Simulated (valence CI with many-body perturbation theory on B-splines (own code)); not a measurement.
# Energy levels of Os⁶⁹⁺

Method: relativistic CI+MBPT: five valence electrons over a frozen Dirac-Fock core [He], a basis of 11 s, 11 p, 10 d, 8 f, 5 g, 2 h functions for each j, with the one-electron correlation potential Σ1, the two-electron term Σ2, the three-electron term Σ3, Breit, model QED; selected CI, second order for the rest, scaled by the run's own slope (own B-spline code, finite nucleus).

No measured spectrum was set against this ion. As an estimate, large intervals hold to a few tenths of a per cent, small ones and those within an open d or f shell to about a per cent. Among the levels kept, up to 7600 cm⁻¹ of a level comes from second order outside the variational space, and about a tenth of that is noise between levels of different J, which matters for small intervals.

Levels 181 to 202 of 202, with energies above the lowest level, (2s^2 2p1/2^2 2p3/2) J=3/2. "Leading %" is the weight of the configuration and term that name the level; weights of strongly mixed levels are sums over their largest components and can fall short. In the jj column 3d3/2^4 stands for four electrons in 3d with j = 3/2. Lifetimes count E1, E2, E3, M1 and M2 decay at the calculated energies, and are blank where another channel may lead or the interval is too uncertain; long ones can be off by a factor of two.

| No. | Configuration | Term | J | E (× 10³ cm⁻¹) | Leading % | Second component | Lifetime | Leading jj |
| --- | --- | --- | --- | --- | --- | --- | --- | --- |
| 181 | 2s 2p3 3d | 2D° | 3/2 | 109930 | 44 | 8 % 2s 2p3 3d 4D° | 488 as | 2s 2p1/2 2p3/2^2 3d3/2 (88 %) |
| 182 | 2s 2p3 3d | 4D° | 1/2 | 109980 | 40 | 31 % 2s 2p3 3d 2P° | 479 as | 2s 2p1/2 2p3/2^2 3d3/2 (92 %) |
| 183 | 2s 2p3 3d | 2F° | 7/2 | 110080 | 55 | 27 % 2s 2p3 3d 4D° | 740 as | 2s 2p1/2 2p3/2^2 3d5/2 (95 %) |
| 184 | 2s 2p3 3d | 2P° | 1/2 | 110120 | 47 | 47 % 2s 2p3 3d 2S° | 572 as | 2s 2p1/2 2p3/2^2 3d5/2 (67 %) |
| 185 | 2s 2p3 3d | 2P° | 3/2 | 110130 | 56 | 16 % 2s 2p3 3d 4S° | 533 as | 2s 2p1/2 2p3/2^2 3d5/2 (92 %) |
| 186 | 2s 2p3 3d | 2D° | 5/2 | 110180 | 54 | 18 % 2s 2p3 3d 4P° | 463 as | 2s 2p1/2 2p3/2^2 3d5/2 (95 %) |
| 187 | 2s 2p3 3d | 4P° | 5/2 | 110460 | 31 | 29 % 2s 2p3 3d 4D° | 1.18 fs | 2s 2p1/2 2p3/2^2 3d5/2 (99 %) |
| 188 | 2s 2p3 3d | 4D° | 7/2 | 110560 | 53 | 14 % 2s 2p3 3d 2G° | 11.6 fs | 2s 2p1/2 2p3/2^2 3d5/2 (98 %) |
| 189 | 2s 2p3 3d | 4D° | 5/2 | 110620 | 38 | 32 % 2s 2p3 3d 2D° | 1.34 fs | 2s 2p1/2 2p3/2^2 3d5/2 (99 %) |
| 190 | 2s 2p3 3d | 2G° | 9/2 | 110650 | 81 | 12 % 2s 2p3 3d 4G° | 29.5 fs | 2s 2p1/2 2p3/2^2 3d5/2 (100 %) |
| 191 | 2s 2p3 3d | 2F° | 7/2 | 110690 | 57 | 17 % 2s 2p3 3d 4D° | 6.65 fs | 2s 2p1/2 2p3/2^2 3d5/2 (100 %) |
| 192 | 2s 2p3 3d | 2F° | 7/2 | 110730 | 49 | 26 % 2s 2p3 3d 4F° | 573 as | 2s 2p1/2 2p3/2^2 3d5/2 (99 %) |
| 193 | 2s 2p3 3d | 2D° | 3/2 | 110770 | 50 | 16 % 2s 2p3 3d 2P° | 533 as | 2s 2p1/2 2p3/2^2 3d5/2 (98 %) |
| 194 | 2s 2p3 3d | 2F° | 5/2 | 110800 | 39 | 34 % 2s 2p3 3d 2D° | 1.83 fs | 2s 2p1/2 2p3/2^2 3d5/2 (99 %) |
| 195 | 2s 2p3 3d | 2P° | 3/2 | 110810 | 37 | 25 % 2s 2p3 3d 2D° | 3.71 fs | 2s 2p1/2 2p3/2^2 3d5/2 (98 %) |
| 196 | 2s 2p3 3d | 2S° | 1/2 | 110820 | 47 | 35 % 2s 2p3 3d 2P° | 497 as | 2s 2p1/2 2p3/2^2 3d5/2 (98 %) |
| 197 | 2s 2p3 3d | 2P° | 3/2 | 110910 | 38 | 27 % 2s 2p3 3d 2D° | 325 as | 2s 2p1/2 2p3/2^2 3d5/2 (98 %) |
| 198 | 2s 2p3 3d | 2D° | 5/2 | 110920 | 44 | 27 % 2s 2p3 3d 2F° | 343 as | 2s 2p1/2 2p3/2^2 3d5/2 (98 %) |
| 199 | 2p4 3p | 4D° | 7/2 | 111600 | 66 | 31 % 2p4 3p 2F° | 2.34 fs | 2p1/2^2 2p3/2^2 3p3/2 (98 %) |
| 200 | 2p4 3p | 2D° | 5/2 | 111600 | 50 | 39 % 2p4 3p 4P° | 2.25 fs | 2p1/2^2 2p3/2^2 3p3/2 (98 %) |
| 201 | 2p4 3p | 2P° | 1/2 | 111610 | 50 | 37 % 2p4 3p 2S° | 2.14 fs | 2p1/2^2 2p3/2^2 3p3/2 (98 %) |
| 202 | 2p4 3p | 2P° | 3/2 | 112020 | 47 | 23 % 2p4 3p 4S° | 2.29 fs | 2p1/2^2 2p3/2^2 3p3/2 (98 %) |
